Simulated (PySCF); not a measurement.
## Polarisability and C₆ of Cr²⁺ (chromium, charge +2)

[Ar] 3d4, high-spin 5D determinant. Calculation: PySCF 2.14, in def2-QZVPPD; no relativity, point nucleus. Coupled (time-dependent) response in atomic units; α is the mean over directions.

```
method  mean α (bohr³)         α xx, yy, zz  C₆ (like pair)  S(−4)
   UHF           3.469  3.266, 3.266, 3.874           10.32  6.192
   PBE           4.282  4.001, 4.001, 4.843           12.70  13.37
  PBE0           3.979  3.728, 3.728, 4.481           11.83  10.23
```

S(−4) is the Cauchy moment in α(ω) = α(0) + S(−4) ω² + …

α(iu) at UHF:

```
u (hartree)  α(iu) (bohr³)
          0          3.469
     0.0500          3.454
      0.100          3.409
      0.200          3.253
      0.300          3.048
      0.500          2.633
      0.750          2.209
       1.00          1.878
       1.50          1.389
       2.00          1.053
       3.00         0.6515
       5.00         0.3139
```

A single London oscillator, α(iu) = α/(1 + u²/ω²), gives C₆ = (3/4) ω α². Matching the computed C₆ needs ω = 4 × 10.32 / (3 × 3.469²) = 1.14 hartree.

For an ion, C₆ is the dispersion term alone; charge-induced terms of lower order in 1/R come first.

The components differ because the open shell of this determinant is not spherical; for a pure term their mean is the scalar polarisability.
